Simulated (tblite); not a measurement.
Compound: C₅H₁₀OSi.
SMILES: `C[C@@H]1OC=C[Si@H]1C`

Computed with GFN2-xTB (tblite): harmonic, unscaled wavenumbers at the GFN2-xTB geometry, gas phase. This tight-binding method is rough: wavenumbers can miss measured ones by several per cent, in bad cases by 10 to 20. Modes of hydrogen on silicon can be 10 to 20 % off.

Harmonic wavenumbers (cm⁻¹): 67.9, 110.8, 139.6, 161.4, 213.6, 265.0, 374.9, 415.0, 472.7, 571.7, 627.3, 658.2, 692.9, 743.9, 763.7, 802.7, 834.9, 859.5, 884.6, 904.2, 995.3, 1045.2, 1065.7, 1114.9, 1184.8, 1233.6, 1287.9, 1308.7, 1368.8, 1400.9, 1479.3, 1486.2, 1486.9, 1504.2, 1599.2, 2187.2, 2901.8, 3019.4, 3034.4, 3037.8, 3038.4, 3041.7, 3050.4, 3054.0, 3137.0.

A = 2947, B = 2006, C = 1420 MHz; mass 114.050 u (most abundant isotopes); point group C1, symmetry number 1.

Task: What is the zero-point energy?

Result: Half the sum of the wavenumbers: 29814 cm⁻¹ = 356.66 kJ/mol.

Task: Entropy at 273.15 K, 1 bar (ideal gas, RRHO, classical rotation)?

Result: Translation 166.11, rotation 116.22, vibration 85.39: S = 367.7 J/(mol K).

Task: And Cp and H(273.15 K) − H(0)?

Result: Cp = 133.04 J/(mol K), of which vibrations give 99.78 (their classical limit is 45 R = 374.2); H(273.15 K) − H(0) = 22.13 kJ/mol without the zero-point energy, 13.05 from vibrations.

Task: What must be added to the electronic energy to get the Gibbs energy at 273.15 K and 1 bar?

Result: ZPE + [H(273.15 K) − H(0)] − T·S = 356.66 + 22.13 − 100.44 = 278.35 kJ/mol.

Task: Blend soft modes into free rotors: weight 1/[1 + (100 cm⁻¹/ν̃)⁴] for the oscillator and the rest for a rotor with moment μB/(μ + B), μ = h/(8π²ν), B = 10⁻⁴⁴ kg m². What vibrational entropy results?

Result: 81.49 J/(mol K) in place of 85.39, which changes −T·S at 273.15 K by +1.06 kJ/mol.

Task: Which modes carry the vibrational entropy at 273.15 K?

Result: 67.9 cm⁻¹: 16.91; 110.8 cm⁻¹: 12.91; 139.6 cm⁻¹: 11.06; 161.4 cm⁻¹: 9.91; 213.6 cm⁻¹: 7.76; 265.0 cm⁻¹: 6.19 J/(mol K); the other 39 give 20.66 together.

Hindered rotation and anharmonicity are outside this model. The structure is chiral; the term R ln 2 for an equal mix with its mirror image is left out.

On AMD EPYC, one thread, no GPU, on a shared host, this took 3.5 s wall, 1.7 s CPU. This covers the Hessian and the dipole derivatives.
